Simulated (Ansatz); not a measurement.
Gas-phase electronic energies from Ansatz, PBE0-D4/def2-TZVP geometries. CCSD(T)/CBS adds triple-zeta CCSD(T) − MP2 to the extrapolated MP2 energy (def2 sets, frozen cores). DFT in def2-TZVPP. For Ga outer-core shells are correlated without core-valence functions, which leaves a few kJ/mol of doubt a bond. Scalar relativity is left out up to krypton. One conformer a species, not always the lowest.

`[BH2][GaH][SiH3]` + `[NH2][Al]([OH])[F]` → `[NH2][Al]([F])[O][SiH3]` + `[BH2][GaH2]`  (cleavage of the Si–Ga bond)

| level | ΔE (eV) |
| --- | --- |
| PBE-D4 | -0.67 |
| RPA@PBE/def2-TZVPP | -0.96 |

Question: What does CCSD(T)/CBS give? (Estimate.)

Answer: Ansatz gave: -0.91 eV. The listed levels differ from it by 0.24, -0.05 eV.

Largest T1 diagnostic among the species: 0.014.

Leaving LDA and LC-ωPBE aside and taking each functional with its dispersion term where it has one, the values, not all of them listed here, spread over 0.40 eV, from BHLYP-D4 to PBE-D4. LDA lies −0.03 eV from PBE without D4. In def2-TZVPP, CCSD(T) changes the Hartree–Fock value by +0.34 eV (the triples alone add +0.04 eV) and MP2 by +0.28 eV.
